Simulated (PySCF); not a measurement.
# HgF₂: PBE0 against B3LYP

Base calculation in PySCF with density fitting and no spin–orbit coupling, PBE0/def2-TZVP (scalar-relativistic core potentials): singlet, D∞h, Hg–F 1.918 Å (×2); wavenumbers 179 (×2), 582, 657 cm⁻¹; gap between the highest occupied and lowest empty levels 7.87 eV, polar-tensor charge of Hg 1.12 e, atomisation energy (no zero-point energy) 506 kJ/mol.

Question: What changes on going to B3LYP/def2-TZVP (scalar-relativistic core potentials)?

Answer: The point group stays the same. Changes: mean bond to Hg +0.017 Å, highest wavenumber -20 cm⁻¹, lowest wavenumber -6 cm⁻¹, gap between the highest occupied and lowest empty levels -0.81 eV, polar-tensor charge of Hg -0.02 e, atomisation energy (no zero-point energy) -6 kJ/mol. The new structure has Hg–F 1.935 Å (×2), with wavenumbers 173 (×2), 562, 637 cm⁻¹.

Spin–orbit coupling can matter for HgF₂ and is left out. Only the bonding shown was studied: isomers, or loss of a ligand pair, can lie lower.
